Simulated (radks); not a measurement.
Q: Species: the terbium ion Tb+. Configuration: [Xe] 4f9 6s1. All-electron calculation, scalar-relativistic Kohn-Sham, Slater X-alpha with alpha = 0.945, spin-polarised, spherical densities, point nucleus; open shells are filled with parallel spins first (spin-orbit coupling, left out, can overturn this in heavy ions). Program: a radial shooting solver on a logarithmic mesh with Libxc functionals. Some entries of the table are withheld. Estimate them.

| orbital | occ. | eigenvalue (eV) | <r^2> (bohr^2) |
|---|---|---|---|
| 1s up | 1 | -52079.21 | 0.0006300 |
| 1s down | 1 | -52079.19 | 0.0006300 |
| 2s up | 1 | -8677.755 | 0.009836 |
| 2s down | 1 | -8677.637 | 0.009836 |
| 2p up | 3 | -7725.827 | 0.007931 |
| 2p down | 3 | -7725.742 | 0.007930 |
| 3s up | 1 | -1940.602 | 0.06495 |
| 3s down | 1 | -1937.476 | 0.06484 |
| 3p up | 3 | -1645.943 | 0.06503 |
| 3p down | 3 | -1642.848 | 0.06489 |
| 3d up | 5 | -1261.200 | 0.05434 |
| 3d down | 5 | -1258.799 | 0.05417 |
| 4s up | 1 | -395.7716 | 0.3272 |
| 4s down | 1 | -388.9760 | 0.3273 |
| 4p up | 3 | -298.2386 | 0.3689 |
| 4p down | 3 | -291.5125 | 0.3693 |
| 4d up | 5 | -163.8453 | 0.4412 |
| 4d down | 5 | -157.2397 | 0.4434 |
| 5s up | 1 | -59.0023 | (1) |
| 5s down | 1 | -55.5158 | (2) |
| 5p up | 3 | -35.4356 | 2.641 |
| 5p down | 3 | -32.7011 | 2.723 |
| 4f up | 7 | -17.0188 | 0.8947 |
| 4f down | 2 | -11.1547 | 1.027 |
| 6s up | 1 | -10.5092 | 13.94 |
| 6s down | 0 | -7.6637 | 14.41 |

A: 
(1) 5s up <r^2> (bohr^2): 1.900
(2) 5s down <r^2> (bohr^2): 1.959
